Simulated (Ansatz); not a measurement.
Cost and result for the atomization energy of H$_{8}$OSSi$_{3}$ (`O[SiH2][SiH]([SiH3])S`) (13 atoms, 12 bonds).

| atom | x (Å) | y (Å) | z (Å) |
| --- | --- | --- | --- |
| O1 | -2.246 | 1.572 | 0.169 |
| Si2 | -0.947 | 0.931 | 0.973 |
| Si3 | 0.461 | 0.160 | -0.726 |
| Si4 | 1.951 | -1.466 | 0.047 |
| S5 | -0.818 | -0.780 | -2.175 |
| H6 | -2.994 | 1.871 | 0.689 |
| H7 | -0.285 | 1.952 | 1.836 |
| H8 | -1.368 | -0.193 | 1.856 |
| H9 | 1.229 | 1.291 | -1.321 |
| H10 | 2.693 | -2.079 | -1.087 |
| H11 | 2.930 | -0.840 | 0.977 |
| H12 | 1.207 | -2.529 | 0.772 |
| H13 | -1.815 | 0.108 | -2.010 |

Charge 0, multiplicity 1. The structure was optimised at the PBE0-D4/def2-TZVP level. It is one conformer, not always the lowest. Program: Ansatz. All runs use 4 threads of an Arm Neoverse V1 on a shared host. Times are those of one run each, without the atoms' runs, and a repeat can differ threefold. Electronic energies, without spin–orbit coupling; frozen cores. CCSD(T)/CBS adds CCSD(T) − MP2 in def2-TZVPP to the MP2 limit, and its time is that of the two runs behind it. T1 = 0.013. B3LYP takes the VWN-RPA correlation (the form of Gaussian; ORCA's B3LYP/G).

CCSD(T)/CBS is a level of theory with its own doubt, some kJ/mol a heavy atom from the limit and from the frozen cores, so smaller differences don't rank the functionals.

```tsv
level	functions	wall time
PBE-D4/def2-TZVPP (with forces)	311	4.1 s
PBE0-D4/def2-TZVPP	311	6 s
r2SCAN-D4/def2-TZVPP (with forces)	311	8 s
B2PLYP/def2-TZVPP	311	9 s
B3LYP-D4/def2-TZVPP (with forces)	311	9.5 s
ωB97X-V/def2-TZVPP	311	15 s
ωB97M-V/def2-TZVPP (with forces)	311	21 s
MP2/def2-QZVPP	577	41 s
CCSD(T)/def2-TZVPP	311	16 min
CCSD(T)/CBS(def2)	–	17 min
```

Question: What atomization energy does each give, and how far from CCSD(T)/CBS? (An estimate is asked.)

Answer: Ansatz gave: 
```json
{"level": "PBE-D4/def2-TZVPP (with forces)", "atomization (kJ/mol)": "4029.2", "difference from CCSD(T)/CBS": "-28.4", "per bond": "-2.4"}
{"level": "PBE0-D4/def2-TZVPP", "atomization (kJ/mol)": "3998.2", "difference from CCSD(T)/CBS": "-59.4", "per bond": "-5.0"}
{"level": "r2SCAN-D4/def2-TZVPP (with forces)", "atomization (kJ/mol)": "4048.4", "difference from CCSD(T)/CBS": "-9.2", "per bond": "-0.8"}
{"level": "B2PLYP/def2-TZVPP", "atomization (kJ/mol)": "3968.7", "difference from CCSD(T)/CBS": "-88.9", "per bond": "-7.4"}
{"level": "B3LYP-D4/def2-TZVPP (with forces)", "atomization (kJ/mol)": "4029.2", "difference from CCSD(T)/CBS": "-28.4", "per bond": "-2.4"}
{"level": "ωB97X-V/def2-TZVPP", "atomization (kJ/mol)": "4082.9", "difference from CCSD(T)/CBS": "25.3", "per bond": "2.1"}
{"level": "ωB97M-V/def2-TZVPP (with forces)", "atomization (kJ/mol)": "4049.7", "difference from CCSD(T)/CBS": "-7.9", "per bond": "-0.7"}
{"level": "MP2/def2-QZVPP", "atomization (kJ/mol)": "4012.0", "difference from CCSD(T)/CBS": "-45.6", "per bond": "-3.8"}
{"level": "CCSD(T)/def2-TZVPP", "atomization (kJ/mol)": "3934.6", "difference from CCSD(T)/CBS": "-123.0", "per bond": "-10.2"}
{"level": "CCSD(T)/CBS(def2)", "atomization (kJ/mol)": "4057.6", "difference from CCSD(T)/CBS": "0.0", "per bond": "0.0"}
```

The D4 term adds +59.1 kJ/mol with B3LYP and +31.6 kJ/mol with PBE0; it sums over pairs of atoms, weighted by their polarisabilities, and B3LYP, whose exchange is more repulsive, gets the larger term. From PBE to PBE0 (25 % exact exchange), in def2-TZVPP and without D4, the atomization energy moves by −26.2 kJ/mol: exact exchange takes away binding that semilocal exchange gives to molecules. In def2-TZVPP, CCSD(T) changes the Hartree–Fock value by +960.3 kJ/mol (the triples alone add +49.5 kJ/mol) and MP2 by +964.6 kJ/mol; breaking electron pairs costs correlation energy, which Hartree–Fock lacks.
